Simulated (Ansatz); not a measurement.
Ta2P2: single points at one geometry.

```yaml
crystal:
  periodic: [false, false, false]
  atoms:
    - {symbol: Ta, position_ang: [-0.683303, -0.038461, -1.269156]}
    - {symbol: Ta, position_ang: [0.121871, 1.393326, 0.350599]}
    - {symbol: P, position_ang: [1.339220, -0.626707, -0.112871]}
    - {symbol: P, position_ang: [-0.777778, -0.728158, 1.031429]}
basis:
  gaussian: {orbitals: def2-TZVP, initial_orbitals: start.molden}
magnetization: {spin_polarized: true, initial_magnetization: 0}
hamiltonian: {xc: pbe0, dispersion: d4}
output: {orbitals: {seedname: orbitals}}
```

The file start.molden holds the orbitals of an earlier run on this structure, at another level or in another basis.

```sh
$ ansatz run in.yaml --threads 4 --pin off --events-out ev --progress --plain --max-ram 3916MiB
```

It prints (some lines left out):

```
Functional definition: PBE0
  name "PBE0"
  cite "Adamo & Barone, J. Chem. Phys. 110, 6158 (1999) doi:10.1063/1.478522"
  cite "Perdew, Burke & Ernzerhof, Phys. Rev. Lett. 77, 3865 (1996) doi:10.1103/PhysRevLett.77.3865"
  parent pbe
  parameter a = 0.25
  parameter kappa = 0.804
  parameter beta = 0.06672455060314922
  exchange = (1 - a)*pbe_x(kappa = kappa, mu = beta*pi^2/3) + a*exact_x
  correlation = pbe_c(beta = beta)
1380 factors; their error is unknown
mean field evaluation 1: about -21670.3604 eV, gradient 7.7e1 eV
mean field evaluation 2: about -21671.7881 eV, gradient 2.0e0 eV
mean field evaluation 4: about -21671.8352 eV, gradient 7.5e-2 eV
mean field evaluation 8: about -21671.8352 eV, gradient 2.3e-5 eV
mean field evaluation 16: about -21671.8180 eV, gradient 2.0e-1 eV
mean field evaluation 32: about -21671.7254 eV, gradient 1.1e0 eV
mean field -21671.83521134 eV, -796.4252543192 hartree, gradient 2.3e-5 eV, S^2 0.000000; 4 other end points of the search recorded, 0 dependent functions left out
reference -21671.83523731 eV, -796.4252552738 hartree; 28, 28 occupied and 126, 126 virtual orbitals, 1380 factors
Total energy: -21672.02636885 eV, -796.4322792280 hartree
```

Run time 10 s (4 threads of Arm Neoverse V1 on a shared host), peak host memory 0.58 GiB.

First input, but with `hamiltonian: {xc: pbe, dispersion: d4}`, `scf: {omitted_lower_state_checks: [starts]}` (abridged; 3.4 s):

```
Functional definition: PBE
mean field -21673.39380066 eV, -796.4825314203 hartree, gradient 1.2e-5 eV, S^2 0.000000
Total energy: -21673.62033143 eV, -796.4908562726 hartree
Checks for a lower state left out: starts
```

First input, but with `hamiltonian: {xc: r2scan, dispersion: d4}`, `scf: {omitted_lower_state_checks: [starts]}` (abridged; 23 s):

```
Functional definition: r2SCAN
mean field -21679.70145362 eV, -796.7143333910 hartree, gradient 1.6e-5 eV, S^2 0.000000
Total energy: -21679.73942504 eV, -796.7157288152 hartree
Checks for a lower state left out: starts
```

Geometry: PBE0-D4/def2-SVP, that of the neutral singlet.

In the def2 sets Ta takes a core potential; there is no spin–orbit coupling. The structure comes from a short search, and lower isomers may exist.
